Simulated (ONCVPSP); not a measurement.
**PW91 ONCV dataset for Zr (Z = 40), scalar-relativistic all-electron reference.**

Input for ONCVPSP 4.0.1:

```
# ATOM AND REFERENCE CONFIGURATION
# atsym  z   nc   nv     iexc    psfile
  Zr 40.00    8    2  -109134      upf
#
#   n    l    f
    1    0    2.00
    2    0    2.00
    2    1    6.00
    3    0    2.00
    3    1    6.00
    3    2   10.00
    4    0    2.00
    4    1    6.00
    4    2    2.50
    5    0    1.50
#
# PSEUDOPOTENTIAL AND OPTIMIZATION
# lmax
    2
#
#   l,   rc,      ep,       ncon, nbas, qcut
    0    2.55    0.00    3    6    3.00
    1    2.60    0.03    4    8    3.30
    2    2.25    0.00    5   10    6.60
#
# LOCAL POTENTIAL
# lloc, lpopt,  rc(5),   dvloc0
    4    1    2.25    0.00
#
# VANDERBILT-KLEINMAN-BYLANDER PROJECTORs
# l, nproj, debl
    0    2    2.00
    1    2    0.90
    2    2    2.70
#
# MODEL CORE CHARGE
# icmod, fcfact, rcfact
    1    0.45    0.00
#
# LOG DERIVATIVE ANALYSIS
# epsh1, epsh2, depsh
   -2.00    5.00    0.02
#
# OUTPUT GRID
# rlmax, drl
    6.00    0.01
#
# TEST CONFIGURATIONS
# ncnf
    4
# nvcnf
#   n    l    f
    2
    4    2    2.00
    5    0    2.00
#
    2
    4    2    2.00
    5    0    1.00
#
    2
    4    2    2.00
    5    0    0.00
#
    2
    4    2    3.00
    5    0    1.00
#
```

Command:

```bash
oncvpsp.x < Zr.dat > Zr.out
```

Resulting log (shortened: citation, most of the input echo, consistency checks and plot data are left out):

```
ONCVPSP  (Optimized Norm-Conservinng Vanderbilt PSeudopotential)
scalar-relativistic version 4.0.1

#   n    l    f        energy (Ha)
    1    0    2.00    -6.5512009E+02
    2    0    2.00    -9.0736670E+01
    2    1    6.00    -8.0919764E+01
    3    0    2.00    -1.4831370E+01
    3    1    6.00    -1.1632971E+01
    3    2   10.00    -6.3807069E+00
    4    0    2.00    -1.9636952E+00
    4    1    6.00    -1.1558839E+00
    4    2    2.50    -1.0847409E-01
    5    0    1.50    -1.5302062E-01

Reference configufation results
  iterations    24
  all-electron total energy (Ha)   -3.59916930D+03

Begin loop to  construct optimized pseudo wave functions
and semi-local pseudopoentials for all angular momenta

   Wellstate for l =  0  n =  7
     eigenvalue =   1.8470
     asymptotic potential =   2.3470
     half-point radius =  4.7945

Calculating optimized projector #   1

 for l=   0

    Fraction of norm inside rc  0.165542
    Optimizing pswf for qcut=   3.00 a_B^-1,  ecut=   4.50 Ha
    Residual kinetic energy error=  9.06D-05 Ha

    Energy error per electron        Cutoff
         Ha          eV             Ha
         0.01000     0.27211        1.25
         0.00100     0.02721        2.15
         0.00010     0.00272        3.88
         0.00001     0.00027       24.45

Calculating optimized projector #   2

 for l=   0

    Fraction of norm inside rc  0.153801
    Optimizing pswf for qcut=   3.00 a_B^-1,  ecut=   4.50 Ha
    Residual kinetic energy error=  2.09D-03 Ha

    Energy error per electron        Cutoff
         Ha          eV             Ha
         0.01000     0.27211        3.96
         0.00100     0.02721        4.82
         0.00010     0.00272        5.96
         0.00001     0.00027        7.65

   Wellstate for l =  1  n =  5
     eigenvalue =   0.0300
     asymptotic potential =   0.5300
     half-point radius =  6.2275

   Wellstate for l =  1  n =  6
     eigenvalue =   0.9300
     asymptotic potential =   1.4300
     half-point radius =  4.8719

Calculating optimized projector #   1

 for l=   1

    Fraction of norm inside rc  0.124997
    Optimizing pswf for qcut=   3.30 a_B^-1,  ecut=   5.45 Ha
    Residual kinetic energy error=  3.24D-03 Ha

    Energy error per electron        Cutoff
         Ha          eV             Ha
         0.01000     0.27211        3.69
         0.00100     0.02721       16.53
         0.00010     0.00272       29.95
         0.00001     0.00027       41.36

Calculating optimized projector #   2

 for l=   1

    Fraction of norm inside rc  0.240659
    Optimizing pswf for qcut=   3.30 a_B^-1,  ecut=   5.45 Ha
    Residual kinetic energy error=  5.50D-03 Ha

    Energy error per electron        Cutoff
         Ha          eV             Ha
         0.01000     0.27211        4.21
         0.00100     0.02721       25.95
         0.00010     0.00272       40.26
         0.00001     0.00027       52.89

   Wellstate for l =  2  n =  6
     eigenvalue =   2.5915
     asymptotic potential =   3.0915
     half-point radius =  3.5840

Calculating optimized projector #   1

 for l=   2

    Fraction of norm inside rc  0.545726
    Optimizing pswf for qcut=   6.60 a_B^-1,  ecut=  21.79 Ha
    Residual kinetic energy error=  7.98D-07 Ha

    Energy error per electron        Cutoff
         Ha          eV             Ha
         0.01000     0.27211       10.27
         0.00100     0.02721       13.95
         0.00010     0.00272       16.96
         0.00001     0.00027       19.34

Calculating optimized projector #   2

 for l=   2

    Fraction of norm inside rc  0.238869
    Optimizing pswf for qcut=   6.60 a_B^-1,  ecut=  21.79 Ha
    Residual kinetic energy error=  1.61D-05 Ha

    Energy error per electron        Cutoff
         Ha          eV             Ha
         0.01000     0.27211       13.84
         0.00100     0.02721       17.20
         0.00010     0.00272       19.77
         0.00001     0.00027       24.05

Construct Vanderbilt / Kleinmman-Bylander projectors

B matrix Hermiticity error, ll=   0
   1   2   -7.3693E-05

  Orthonormal projector coefficients  2.1363E+00  7.1356E-01

B matrix Hermiticity error, ll=   1
   1   2    3.2817E-05

  Orthonormal projector coefficients -3.6013E+00  1.3258E+00

B matrix Hermiticity error, ll=   2
   1   2   -1.4760E-04

  Orthonormal projector coefficients -2.3059E+00 -5.7413E-01

Model core correction analysis
  based on d2Exc/dn_idn_j

d2excae - all-electron derivatives

   -1.267616D-02   -2.471018D-03
   -3.568425D-03   -1.526773D-03

d2excps - pseudofunction derivatives with no core correction

   -3.412737D-02   -5.393832D-03
   -7.071473D-03   -2.707485D-03

rms 2nd derivative error    1.098138E-02

Polynomial model core charge

d2excps - pseudofunction derivatives with core correction

   -1.525038D-02   -3.079145D-03
   -4.176580D-03   -1.598557D-03

rms 2nd derivative error    1.357520E-03

Pseudoatom total energy   -2.860795

Diagnostic tests using Vanderbilt-Kleinman-Bylander pseudopotentials
  1 or more projectors used as specified by nproj input data

   l    rcore       rmatch      e in        delta e   norm test  slope test

   0   2.5537748   2.6313130  -0.1530206  -0.0000214   0.9999570   1.0003340
run_diag: lschvkbbe ERROR   2   2   0  60  1.84697938E+00  1.61228144E+00
   0   2.5537748   2.6313130   1.8469794  -0.2346979   2.8100270   0.4845382

   1   2.6000191   2.6789614   0.0300000   0.0000019   1.0001450   1.0001450
run_diag: lschvkbbe ERROR   2   2   1  60  9.30000006E-01  7.87000006E-01
   1   2.6000191   2.6789614   0.9300000  -0.1430000   0.0010064   0.0016174

   2   2.2522936   2.3206781  -0.1084741   0.0000000   1.0000326   1.0000335
   2   2.2522936   2.3206781   2.5915259   0.0000400   1.0000981   1.0000981

 Testing for bound ghosts
   n   l    E NL Schr. Eq   E Basis Diag.   E Cutoff

   1   0       -0.153042       -0.145143     28.42

       1                       -1.043718     44.17  WARNING - GHOST(-)
   2   1       -0.049406       -0.019376     44.17

   3   2       -0.108474       -0.104670    109.17

 Testing for highly-localized positive-energy ghosts
       l    <radius>/rc     E Basis Diag.   E Cutoff

       0        0.338693        0.035286     28.42  WARNING - GHOST(+)

Test configuration 0

   n   l     f        eae           eps        diff
   1   0  2.0000 -655.12008506
   2   0  2.0000  -90.73667048
   2   1  6.0000  -80.91976408
   3   0  2.0000  -14.83137012
   3   1  6.0000  -11.63297077
   3   2 10.0000   -6.38070690
   4   0  2.0000   -1.96369516
   4   1  6.0000   -1.15588393
   4   2  2.5000   -0.10847409   -0.10847406    2.82D-08
   5   0  1.5000   -0.15302062   -0.15304204   -2.14D-05

    Total energies and differences
      AE_ref= -3.59916930D+03  AE_tst= -3.59916930D+03  dif=  0.00D+00
      PS_ref= -2.86079462D+00  PS_tst= -2.86079462D+00  dif= -1.33D-15
      PSP excitation error=  1.33D-15

Test configuration 1

   n   l     f        eae           eps        diff
   1   0  2.0000 -655.16149517
   2   0  2.0000  -90.78165369
   2   1  6.0000  -80.96447899
   3   0  2.0000  -14.87551478
   3   1  6.0000  -11.67713299
   3   2 10.0000   -6.42514952
   4   0  2.0000   -2.00483443
   4   1  6.0000   -1.19440398
   4   2  2.0000   -0.13379471   -0.13512215   -1.33D-03
   5   0  2.0000   -0.16480229   -0.16402828    7.74D-04

    Total energies and differences
      AE_ref= -3.59916930D+03  AE_tst= -3.59918826D+03  dif= -1.90D-02
      PS_ref= -2.86079462D+00  PS_tst= -2.87926275D+00  dif= -1.85D-02
      PSP excitation error= -4.88D-04

Test configuration 2

   n   l     f        eae           eps        diff
   1   0  2.0000 -655.40998498
   2   0  2.0000  -91.02775113
   2   1  6.0000  -81.21074152
   3   0  2.0000  -15.12180042
   3   1  6.0000  -11.92339312
   3   2 10.0000   -6.67123800
   4   0  2.0000   -2.25079002
   4   1  6.0000   -1.44050975
   4   2  2.0000   -0.36885655   -0.36819630    6.60D-04
   5   0  1.0000   -0.36745300   -0.36702482    4.28D-04

    Total energies and differences
      AE_ref= -3.59916930D+03  AE_tst= -3.59892404D+03  dif=  2.45D-01
      PS_ref= -2.86079462D+00  PS_tst= -2.61568923D+00  dif=  2.45D-01
      PSP excitation error=  1.60D-04

Test configuration 3

   n   l     f        eae           eps        diff
   1   0  2.0000 -655.70318374
   2   0  2.0000  -91.31785064
   2   1  6.0000  -81.50104766
   3   0  2.0000  -15.41174753
   3   1  6.0000  -12.21329499
   3   2 10.0000   -6.96093579
   4   0  2.0000   -2.53821274
   4   1  6.0000   -1.72682728
   4   2  2.0000   -0.63762393   -0.64092919   -3.31D-03

    Total energies and differences
      AE_ref= -3.59916930D+03  AE_tst= -3.59844708D+03  dif=  7.22D-01
      PS_ref= -2.86079462D+00  PS_tst= -2.13711017D+00  dif=  7.24D-01
      PSP excitation error= -1.46D-03

Test configuration 4

psatom: WARNING lschvkbb convergence error n,l,iter=   1   0  26
ea(ii),et,emin,emax -1.484759E-01 -1.633235E-01 -1.633235E-01 -1.633235E-01
run_config: WARNING for fully non-local PS atom, stg. 1
 WARNING no output for configuration 5
```

Note: ghosts flagged at negative energy: p at -28.4 eV; GHOST(+) flagged for s at 0.96 eV. A true bound ghost makes a file unfit for plane-wave use.

The run took about 7.8 s on one core of a shared server CPU.
